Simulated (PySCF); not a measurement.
Species: C8H8Cl (doublet state).
Structure used (GFN2-xTB), in Å, numbered top down from 1:
```xyz
17
C8H8Cl angstrom
C      3.127   -0.970   -0.317
C      2.162    0.047   -0.867
C      0.935    0.185   -0.490
C     -0.343    0.278   -0.076
C     -0.863    1.059    0.956
C     -2.333    0.858    1.055
C     -2.585   -0.128   -0.045
Cl    -4.163   -0.715   -0.368
C     -1.460   -0.455   -0.684
H      2.654   -1.575    0.451
H      3.475   -1.620   -1.119
H      3.993   -0.465    0.109
H      2.580    0.691   -1.636
H     -0.303    1.713    1.595
H     -2.895    1.785    0.903
H     -2.641    0.462    2.028
H     -1.348   -1.138   -1.505
```

The hyperfine couplings belong to this conformer and change with its torsions.

As a line formula: `C/C=[C]\C1=CCC(Cl)=C1` [radical].

Level of theory: UKS B3LYP, pcH-1 on C Cl H, non-relativistic, mean-field spin-orbit, GIAO in PySCF. Geometry: GFN2-xTB; no solvent, vibrations or thermal averaging. A GFN2-xTB geometry isn't a minimum of the functional, and hyperfine couplings can be far from their values at a DFT geometry. Stability of the SCF solution: not tested. ⟨S²⟩ is 0.782 where a pure state has 0.75.

Principal values of hyperfine tensors in MHz (contact, dipolar and spin–orbit terms together), for some of the nuclei:

```
atom  isotope      A1      A2      A3
 H13       1H   92.69   93.34  101.42
 H15       1H   68.88   69.81   79.33
 H16       1H   68.87   69.79   79.32
  C5      13C    7.11    8.62  178.52
  C1      13C   53.58   54.11   65.91
  C3      13C   -1.18   11.38  138.12
 H14       1H  -70.30  -46.44  -18.61
  C2      13C  -45.55  -33.59  -28.80
```

Give the isotropic coupling of each nucleus in MHz and in mT (g = 2.0022), and the anisotropic part.

a_iso = (A1 + A2 + A3)/3, Ti = Ai − a_iso; 1 mT corresponds to 28.024 MHz. The tensors hold a spin–orbit part: the run splits a_iso into a_FC + a_SO, and T includes its anisotropic share.

| atom | a_iso (MHz) | a_FC | a_SO | a_iso (mT) | T1 | T2 | T3 |
| --- | --- | --- | --- | --- | --- | --- | --- |
| H13 | 95.82 | 95.82 | 0.00 | 3.419 | -3.12 | -2.48 | 5.60 |
| H15 | 72.67 | 72.67 | 0.00 | 2.593 | -3.79 | -2.86 | 6.66 |
| H16 | 72.66 | 72.66 | 0.00 | 2.593 | -3.79 | -2.87 | 6.66 |
| C5 | 64.75 | 64.83 | -0.08 | 2.311 | -57.64 | -56.13 | 113.77 |
| C1 | 57.87 | 57.88 | -0.01 | 2.065 | -4.29 | -3.76 | 8.05 |
| C3 | 49.44 | 49.52 | -0.09 | 1.764 | -50.62 | -38.06 | 88.68 |
| H14 | -45.12 | -45.13 | 0.01 | -1.610 | -25.19 | -1.32 | 26.51 |
| C2 | -35.98 | -35.98 | 0.01 | -1.284 | -9.57 | 2.39 | 7.18 |

What spin density at the nucleus of H16 lies behind its contact coupling (g_N = 5.58569)?

a_FC = 800.24 MHz bohr³ × g_N × ρ(0)/(2S). With a_FC = 72.66 MHz and 2S = 1, ρ(0) = 0.01625 bohr⁻³. In magnitude that is 5.1 % of the 1/π = 0.318 of a free hydrogen atom.

C4 (13C, g_N = 1.40482) isn't in the table. Its spin density at the nucleus is -0.0451 bohr⁻³. What is its contact coupling?

By the same relation, a_FC = -50.7 MHz. Its full tensor has the principal values -75.92, -41.17, -34.93 MHz.

Which nucleus of the table has the largest anisotropic coupling, and what is its form?

C5: -57.6, -56.1, 113.8 MHz, axial, in the ratio −1:−1:+2, the form that spin in one p orbital centred on that nucleus gives.

What first-order splitting does H16 cause when the field lies along A1, A2 or A3 of its tensor (g taken as isotropic, no quadrupole term)?

2 lines (I = 1/2), spaced by |A_i|/(g × 13.996): 2.46, 2.49, 2.83 mT along the axes of A1, A2 and A3.

Hardware: Arm Neoverse V1, one thread, no GPU, shared host with 32 logical CPUs at a one-minute load of 20. Cost: 2.4 min of wall time (with the writing of density and orbital grids), 1.1 GiB resident at most.

The SMILES draws the unpaired electron on C3; the largest computed Mulliken spin population is on C5 (0.72 against 0.58).
